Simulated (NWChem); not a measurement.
System: SnIF3; SMILES [F][Sn]([F])([I])[F]

Program: NWChem. Medium grid unless said otherwise, to which SCAN and Minnesota functionals are sensitive. Structure relaxed at the PBE0/def2-SVP level. def2 effective core potentials on Sn, I; no spin-orbit coupling. Total energies of different functionals are on different scales.

```json
[
 {"level": "B3LYP/def2-SVP", "energy (Ha)": "-811.5611", "highest occupied level (eV)": "-8.72", "orbital gap (eV)": "4.85", "dipole (D)": "3.08"},
 {"level": "PBE/def2-SVP", "energy (Ha)": "-811.1097", "highest occupied level (eV)": "-7.73", "orbital gap (eV)": "3.33", "dipole (D)": "2.79"},
 {"level": "TPSS/def2-SVP", "energy (Ha)": "-811.2231", "highest occupied level (eV)": "-7.86", "orbital gap (eV)": "3.53", "dipole (D)": "2.75"},
 {"level": "MN15-L/def2-SVP", "energy (Ha)": "-809.4084", "highest occupied level (eV)": "-8.13", "orbital gap (eV)": "4.04", "dipole (D)": "3.08"},
 {"level": "MPW1K/def2-SVP", "energy (Ha)": "-811.5011", "highest occupied level (eV)": "-10.00", "orbital gap (eV)": "6.88", "dipole (D)": "3.26"},
 {"level": "BHandHLYP/def2-SVP", "energy (Ha)": "-811.1674", "highest occupied level (eV)": "-10.10", "orbital gap (eV)": "7.36", "dipole (D)": "3.36"},
 {"level": "PBE0/def2-SVP", "energy (Ha)": "-811.1355", "highest occupied level (eV)": "-9.05", "orbital gap (eV)": "5.39", "dipole (D)": "3.07"},
 {"level": "MN15/def2-SVP", "energy (Ha)": "-809.9463", "highest occupied level (eV)": "-9.55", "orbital gap (eV)": "6.44", "dipole (D)": "3.17"},
 {"level": "M06/def2-SVP", "energy (Ha)": "-811.4537", "highest occupied level (eV)": "-8.99", "orbital gap (eV)": "5.26", "dipole (D)": "3.52"}
]
```
